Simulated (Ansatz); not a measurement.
Mg₄Zn₂⁺, relaxed as a doublet with UKS r2SCAN/def2-SVP in Ansatz, starting from the GFN1-xTB geometry. Force threshold 0.02 eV/Å.

The relaxation made no stability test and no search for a lower SCF solution. The structure comes from a short search, and lower isomers may exist.

Start:

```tsv
atom	x (Å)	y (Å)	z (Å)
Mg1	-2.629	-0.755	-1.972
Mg2	2.096	1.606	1.615
Mg3	-0.667	1.515	-0.296
Mg4	-0.516	-2.043	-0.550
Zn5	0.011	-0.265	1.821
Zn6	1.706	-0.058	-0.617
```

| step | energy (eV) | largest force component (eV/Å) | SCF passes |
| --- | --- | --- | --- |
| 1 | -118586.6568 | 0.664 | 30 |
| 2 | -118586.8793 | 0.470 | 36 |
| 3 | -118586.9296 | 0.780 | 34 |
| 4 | -118586.9990 | 0.127 | 35 |
| 5 | -118587.0098 | 0.030 | 30 |
| 6 | -118587.0157 | 0.043 | 32 |
| 7 | -118587.0187 | 0.033 | 29 |
| 8 | -118587.0348 | 0.082 | 32 |
| 9 | -118587.0580 | 0.122 | 33 |
| 10 | -118587.0838 | 0.155 | 33 |
| 11 | -118587.1197 | 0.089 | 33 |
| 12 | -118587.1491 | 0.077 | 32 |
| 13 | -118587.1715 | 0.052 | 32 |
| 14 | -118587.1820 | 0.089 | 31 |
| 15 | -118587.1873 | 0.017 | 25 |
| 16 | -118587.1878 | 0.015 | 25 |

Force components are those of the run's own axes.

End:

```xyz
6

Mg   -3.144   -2.267   -2.444
Mg    2.530    1.199    1.912
Mg   -0.041    2.113    0.160
Mg   -1.060   -0.786   -0.827
Zn    0.135   -0.220    1.612
Zn    1.579   -0.038   -0.413
```

By distances, no bond broke or formed. The bond that changes most is Zn5–Zn6, from 2.98 to 2.49 Å (atoms count from 1).

The force fell under the threshold at step 15, but the optimiser went on. No frequencies were taken in this run, so the end may be a saddle point.

It took 85 s on 4 threads of Intel Xeon 6975P-C on a shared host.
